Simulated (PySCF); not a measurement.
How methods differ on the excitation energy of Tc

Tc [Kr] 4d5 5s2 (6S) → Tc [Kr] 4d4 5s2 6s1, s spin flipped, as a difference of total energies. Calculation: PySCF 2.14, in aug-cc-pVDZ-PP with ECP28MDF (5s5p4d2f, 54 functions); scalar relativity through the core potential. Correlated levels: valence: 4s2 4p6 frozen. The calculations carry no spin-orbit coupling.

```json
{"method": "UHF", "excitation energy (cm⁻¹)": "79549"}
{"method": "LDA", "excitation energy (cm⁻¹)": "83961"}
{"method": "PBE", "excitation energy (cm⁻¹)": "82634"}
{"method": "PBE0", "excitation energy (cm⁻¹)": "83035"}
{"method": "r2SCAN", "excitation energy (cm⁻¹)": "85865"}
{"method": "HSE06", "excitation energy (cm⁻¹)": "82826"}
{"method": "B2PLYP", "excitation energy (cm⁻¹)": "81893"}
{"method": "BLYP", "excitation energy (cm⁻¹)": "80886"}
{"method": "MP2 (valence)", "excitation energy (cm⁻¹)": "82903"}
{"method": "SCS-MP2 (valence)", "excitation energy (cm⁻¹)": "79615"}
```

The upper determinant mixes two multiplicities, so it lies between the two terms.

The upper state lies above the first ionisation limit, but in LS coupling its spin forbids autoionisation to the ground ion. A Rydberg-like electron needs more diffuse functions than a valence basis has.

The promoted electron is Rydberg-like, and one or two diffuse shells describe it only roughly, which tends to raise the upper state.
